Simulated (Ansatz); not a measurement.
Molecule: sum formula BN2H4, charge 0, multiplicity 2. It need not be the lowest isomer of its formula. 
Structure (B3LYP-D3(BJ)/def2-TZVP (Ansatz, a quantum-chemistry and plane-wave program) minimum search):
```xyz
7

B     -0.0215     0.3561     0.3835
N     -1.2511    -0.0723    -0.1289
N      1.2587    -0.0530    -0.0060
H     -1.3500    -0.7545    -0.8693
H     -2.1288     0.2757     0.2110
H      2.0935     0.3083     0.4179
H      1.4400    -0.7330    -0.7326
```
Charge 0, spin multiplicity 2.

Total electronic energies in hartree. Valence correlation only, unless marked. Open shells are spin-unrestricted. Spin-orbit coupling is left out. Non-relativistic. CBS marks a two-point X^-3 extrapolation of the correlation energy; Hartree-Fock from the larger set (for Q and 5 zeta extrapolated as (X+1)exp(-9√X)).

```
level                                program  energy (Eh)
----------------------------  --------------  -----------
HF/cc-pVDZ                            Ansatz   -135.94465
HF/cc-pVQZ                            Ansatz   -136.00141
revPBE/def2-TZVPD                     Ansatz   -136.78692
r2SCAN/def2-TZVPD                     Ansatz   -136.74966
PBE0-D3(BJ)/def2-TZVP         Ansatz + dftd3   -136.66445
r2SCAN0-D4/def2-TZVPD         Ansatz + dftd4   -136.73527
LC-wPBE-D4/def2-TZVPD         Ansatz + dftd4   -136.74241
wB97X-V/def2-TZVPD                    Ansatz   -136.77855
B2GP-PLYP-D4/def2-TZVPD       Ansatz + dftd4   -136.68338
MP2/aug-cc-pVQZ                       Ansatz   -136.54754
MP2/cc-pVQZ                           Ansatz   -136.54227
SCS-MP2/6-31G                         Ansatz   -136.13917
SCS-MP2/cc-pVDZ                       Ansatz   -136.34146
CCSD(T)/aug-cc-pVQZ                   Ansatz   -136.58485
CCSD(T)/CBS(cc-pVQZ,cc-pV5Z)          Ansatz    -136.6051
```

Totals of different functionals don't rank their quality; only differences between species are comparable.
